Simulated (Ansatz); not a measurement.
Br2Si (SMILES Br[Si]Br), singlet, geometry from GFN2-xTB; SVWN5/6-31G* (Ansatz, an electronic-structure program).

The Ansatz input:
Ansatz 0.2 input:
```yaml
crystal:
  periodic: [false, false, false]
  atoms:
    - {symbol: Si, position_ang: [-0.02306863, -0.00441753, 1.20707901]}
    - {symbol: Br, position_ang: [0.95296278, -1.45162520, -0.22860751]}
    - {symbol: Br, position_ang: [-0.94373533, 1.45339221, -0.25422409]}
basis:
  gaussian:
    orbitals: 6-31G*
hamiltonian:
  xc: {name: SVWN5}
```

**Question.** Write the output that Ansatz gives for this input, abridged.

**Answer.** 
```
Functional definition: SVWN5
906 factors; their error is unknown
mean field evaluation 1: about -147730.9323 eV, gradient 1.4e1 eV
mean field evaluation 2: about -147730.2649 eV, gradient 1.8e1 eV
mean field evaluation 4: about -147731.4017 eV, gradient 1.0e0 eV
mean field evaluation 8: about -147731.3637 eV, gradient 1.8e-2 eV
mean field evaluation 16: about -147731.3637 eV, gradient 6.1e-6 eV
mean field -147731.36365365 eV, -5429.0274783567 hartree, gradient 6.1e-6 eV, S^2 0.000000; 0 other end points of the search recorded, 0 dependent functions left out
reference -147731.36367979 eV, -5429.0274793174 hartree; 42, 42 occupied and 47, 47 virtual orbitals, 906 factors
Total energy: -147731.36367979 eV, -5429.0274793174 hartree
```
